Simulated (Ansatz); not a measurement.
```yaml
crystal:
  periodic: [false, false, false]
  atoms:
    - {symbol: C, position_ang: [-0.597208, 1.257714, -0.297342]}
    - {symbol: C, position_ang: [-0.557830, -0.252275, -0.214063]}
    - {symbol: Si, position_ang: [0.975916, -0.954151, 0.631173]}
    - {symbol: Br, position_ang: [-0.599654, -1.034442, -2.016301]}
    - {symbol: H, position_ang: [0.281124, 1.650787, -0.813133]}
    - {symbol: H, position_ang: [-0.614155, 1.677959, 0.713513]}
    - {symbol: H, position_ang: [-1.486664, 1.606181, -0.826009]}
    - {symbol: H, position_ang: [-1.460915, -0.639237, 0.260555]}
    - {symbol: H, position_ang: [1.038375, -0.422290, 2.022165]}
    - {symbol: H, position_ang: [2.180993, -0.512517, -0.113997]}
    - {symbol: H, position_ang: [0.905319, -2.434628, 0.674039]}
basis:
  gaussian: {orbitals: cc-pVDZ, fitting: {mean_field: cc-pVTZ-jkfit}}
total_charge: 4
magnetization: {spin_polarized: true, initial_magnetization: 0}
hamiltonian: {xc: {name: wB97X}}
scf: {lower_state_search: light}
output: {forces: true}
```

```sh
$ ansatz run in.yaml --threads 4 --pin off --events-out ev --progress --plain --max-ram 10444MiB
```

Output, abridged:

```
Functional definition: wB97X
  name "wB97X"
  cite "Chai & Head-Gordon, J. Chem. Phys. 128, 084106 (2008) doi:10.1063/1.2834918"
  cite "Becke, J. Chem. Phys. 107, 8554 (1997) doi:10.1063/1.475007"
  parameter omega = 0.3/bohr
  parameter cx = 0.157706
  parameter cx1 = 0.726479
  parameter cx2 = 1.04760
  parameter cx3 = -5.70635
  parameter cx4 = 13.2794
  parameter css1 = -4.33879
  parameter css2 = 18.2308
  parameter css3 = -31.7430
  parameter css4 = 17.2901
  parameter cos1 = 2.37031
  parameter cos2 = -11.3995
  parameter cos3 = 6.58405
  parameter cos4 = -3.78132
  # The coefficients of nought are those of the uniform gas.
  exchange = spin_sum(e_x_unif_sr(omega)*poly(b97_u_x, 1 - cx, cx1, cx2, cx3, cx4)) + cx*exact_x_sr(omega)
      + exact_x_lr(omega)
  correlation = spin_sum(e_c_pw_same_spin*poly(b97_u_same, 1, css1, css2, css3, css4))
      + integral(e_c_pw_opposite_spin*poly(b97_u_opposite, 1, cos1, cos2, cos3, cos4))
696 factors; integrals over basis functions are off by at most 4.3e-2 eV
696 factors; integrals over basis functions are off by at most 3.3e-7 eV
mean field evaluation 1: about -79983.2442 eV, gradient 7.9e1 eV
mean field evaluation 2: about -79648.9354 eV, gradient 1.9e2 eV
mean field evaluation 4: about -80010.6456 eV, gradient 5.3e1 eV
mean field evaluation 8: about -80031.2418 eV, gradient 1.6e0 eV
mean field evaluation 16: about -80031.6882 eV, gradient 2.4e0 eV
mean field evaluation 32: about -80034.2206 eV, gradient 7.1e-3 eV
mean field evaluation 64: about -80034.4610 eV, gradient 4.6e-2 eV
mean field evaluation 96: about -80034.4648 eV, gradient 5.0e-2 eV
mean field evaluation 128: about -80034.5221 eV, gradient 2.5e-6 eV
mean field -80034.52211501 eV, -2941.2144383791 hartree, gradient 2.5e-6 eV, S^2 1.892856; 22 other end points of the search recorded, 0 dependent functions left out
the calculation of the forces begins
reference -80034.52209092 eV, -2941.2144374937 hartree; 32, 32 occupied and 76, 76 virtual orbitals, 696 factors
Total energy: -80034.52209092 eV, -2941.2144374937 hartree
Atom 0 at    -0.597208     1.257714    -0.297342 Å, force     3.048104    -3.728968     3.642418 eV/Å
Atom 1 at    -0.557830    -0.252275    -0.214063 Å, force    -2.289653     3.482052    -3.565463 eV/Å
Atom 2 at     0.975916    -0.954151     0.631173 Å, force     1.104684     1.022219     4.175341 eV/Å
Atom 3 at    -0.599654    -1.034442    -2.016301 Å, force    -0.477874    -0.734810    -1.160469 eV/Å
Atom 4 at     0.281124     1.650787    -0.813133 Å, force     0.510422     1.765667    -1.953176 eV/Å
Atom 5 at    -0.614155     1.677959     0.713513 Å, force    -0.640120     0.405710     0.912070 eV/Å
Atom 6 at    -1.486664     1.606181    -0.826009 Å, force    -2.431523     1.835103    -2.091525 eV/Å
Atom 7 at    -1.460915    -0.639237     0.260555 Å, force    -1.213741    -1.190727     1.399298 eV/Å
Atom 8 at     1.038375    -0.422290     2.022165 Å, force    -0.471792     0.515469     0.864993 eV/Å
Atom 9 at     2.180993    -0.512517    -0.113997 Å, force     2.340311    -0.190319    -1.748046 eV/Å
Atom 10 at     0.905319    -2.434628     0.674039 Å, force     0.521183    -3.181397    -0.475442 eV/Å
Dipole moment:     0.767197     0.658471     1.791831 e Å
```

In this input the charge is far from anything that the molecule holds. The calculation finished and met its thresholds. The result belongs to that input, not to the molecule as meant.
